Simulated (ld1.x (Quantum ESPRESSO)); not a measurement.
## How hard is this calcium RRKJ potential?

ld1.x (Quantum ESPRESSO) 7.5 input, shortened:

```
&input
   title='Ca', zed=20., rel=1, dft='PZ', iswitch=3,
   config='[Ar] 3d0 4s2 4p0'
 /
 &inputp
   pseudotype=2, tm=.false., lloc=0,
   nlcc=.true., rcore=2.05
 /
3
4P  2  1   0.00   0.00  3.85  3.85  0.0
3D  3  2   0.00   0.00  2.20  2.20  0.0
4S  1  0   2.00   0.00  2.85  2.85  0.0
 &test
   configts(1)='3d0 4s2 4p0'
 /
```

The pseudo-atom Hamiltonian at the reference potential is diagonalised in spherical Bessel functions j_l(qr) that vanish at 20 bohr, with q² up to the cutoff. All-electron valence levels (Ry): 4p -0.1059, 3d -0.1567, 4s -0.2843.

Question: How do the lowest levels (Ry) of each channel move with the cutoff, and are there ghosts?

Answer:

| cutoff (Ry) | p #1 | d #1 | s #1 | s #2 | f #1 | Σ f·Δε (mRy) |
| --- | --- | --- | --- | --- | --- | --- |
| 8 | -0.1059 | 0.0248 | -0.2836 | 0.0024 | 0.0983 | 1.4 |
| 10 | -0.1059 | 0.0228 | -0.2841 | 0.0023 | 0.0983 | 0.5 |
| 12 | -0.1059 | 0.0182 | -0.2843 | 0.0023 | 0.0983 | 0.2 |
| 15 | -0.1059 | 0.0062 | -0.2843 | 0.0023 | 0.0983 | 0.2 |
| 400 | -0.1059 | -0.1567 | -0.2843 | 0.0023 | 0.0983 | 0.0 |

Result: no extra level below or beside the all-electron valence levels (p, d, s, f tested); 10 mRy is reached at 6 Ry and 1 mRy at 10 Ry.

The cutoffs count occupied waves only; the empty 3d level needs 30 Ry at the loose tolerance.
